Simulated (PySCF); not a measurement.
**Ionisation energy of Mg²⁺ by level of theory**

Mg²⁺ [Ne] (1S) → Mg³⁺ [He] 2s2 2p5 (2P), as a difference of total energies. Computed with PySCF 2.14 in aug-cc-pVDZ, with no relativity, point nucleus. Correlated levels: valence: [He] 2s2 frozen. The calculations carry no spin-orbit coupling.

```tsv
method	ionisation energy (eV)	error (eV)
UHF	81.031	+0.887
MN15	82.920	+2.776
BP86	82.579	+2.435
MP2 (valence)	81.069	+0.925
SCS-MP2 (valence)	81.067	+0.923
CCSD (valence)	81.067	+0.923
CCSD(T) (valence)	81.068	+0.924
```

Reference: 80.144 eV (measured; NIST Atomic Spectra Database, ionization energies).

Errors of the correlated levels include the incompleteness of this basis and the frozen core.
